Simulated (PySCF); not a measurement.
Where the electron goes

C4H5ClF2O.
Numbering: `[F:1][C:2]([F:3])([Cl:4])[C@@H:5]1[CH2:6][CH2:7][O:8]1` (hydrogens: H9 on C5; H10, H11 on C6; H12, H13 on C7)

Level of theory: PySCF, TDDFT B3LYP/def2-SVPD, vertical, gas phase, core orbitals frozen in the response. Isolated species at its GFN2-xTB geometry (one conformer only). Torsions of this conformer, `[F:1][C:2]([F:3])([Cl:4])[C@@H:5]1[CH2:6][CH2:7][O:8]1`: F1–C2–C5–C6 -179°.

Kohn–Sham orbitals with the atoms that hold most of them (Löwdin shares over 4%, at most four atoms; ? is withheld):

| orbital | ε (eV) | atoms |
| --- | --- | --- |
| LUMO+2 | 0.59 | O8 20%, C7 13%, Cl4 12%, C5 11% |
| LUMO+1 | 0.36 | C6 17%, H11 15%, C7 11%, H13 9% |
| LUMO | ? | ? |
| HOMO | -7.83 | O8 57%, C7 10%, C5 7%, H12 5% |
| HOMO-1 | -9.19 | ? |
| HOMO-2 | -9.30 | Cl4 46%, O8 24%, C6 8%, C5 5% |
| HOMO-3 | -9.32 | Cl4 44%, O8 24%, C6 9%, C5 6% |

Question: Which atoms hold the HOMO-1, and with what shares?

Answer: Cl4 (bonded to C) 74%; O8 (bonded to 2 C) 6%; C2 (bonded to C, Cl and 2 F) 5%; F3 (bonded to C) 4%.

Question: Which atoms hold the LUMO, and with what shares?

Answer: Cl4 (bonded to C) 53%; C2 (bonded to C, Cl and 2 F) 24%; C5 (bonded to 2 C, O and H) 5%; H9 (bonded to C) 4%. By element: chlorine 53%, carbon 28% or more, hydrogen 4% or more.

Question: What is the LUMO energy, and the HOMO–LUMO gap?

Answer: ε(LUMO) = -0.21 eV; the gap is 7.61 eV (0.2798 hartree).

Question: The HOMO–LUMO gap is 7.61 eV. Where does the response calculation put the lowest singlet, and from which orbitals?

Answer: S1 is at 6.64 eV (f = 0.023), 0.97 eV below the gap, made of HOMO→LUMO (96%). 

Next come S2 at 7.17 eV (f 0.012), HOMO→LUMO+1 (64%), HOMO→LUMO+2 (31%); S3 at 7.32 eV (f 0.0004), HOMO→LUMO+2 (65%), HOMO→LUMO+1 (33%); S4 at 7.67 eV (f 0.0062), HOMO-1→LUMO (51%), HOMO→LUMO+3 (40%); S5 at 7.68 eV (f 0.0028), HOMO→LUMO+3 (58%), HOMO-1→LUMO (35%).
